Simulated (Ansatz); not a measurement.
Be₃Se₂⁺. Charge 1, multiplicity 4. Geometry PBE-D4/def2-SVP; atoms count from 1.

```xyz
5

Be   -1.752   -0.113   -0.201
Be    0.908   -1.260    0.190
Be    0.750    1.368    0.000
Se    0.227   -0.096   -1.511
Se   -0.133    0.101    1.522
```

At PBE0-D4/def2-TZVP a doublet of charge 1 lies 3.18 eV below the quartet, each at its own geometry. The structure comes from a short search, and lower isomers may exist.

Estimate the Mulliken populations from the PBE0/def2-TZVP orbitals of Ansatz.


```
atom  charge (e)  spin (α − β)
 Be1        0.23          0.94
 Be2        0.20          0.59
 Be3        0.20          0.58
 Se4        0.18          0.45
 Se5        0.18          0.45
```
Mulliken values depend strongly on the basis.

Where does the spin sit?

Summed by element: Be 2.11, Se 0.89, of 3 unpaired in all. Largest on single atoms: Be1 0.94, Be2 0.59, Be3 0.58.

And the Mayer bond orders between heavy atoms (over 0.3)?

Be1–Se4 0.59 (2.37 Å); Be1–Se5 0.59 (2.37 Å); Be2–Be3 0.48 (2.64 Å); Be2–Se4 0.87 (2.17 Å); Be2–Se5 0.87 (2.17 Å); Be3–Se4 0.88 (2.17 Å); Be3–Se5 0.88 (2.17 Å).
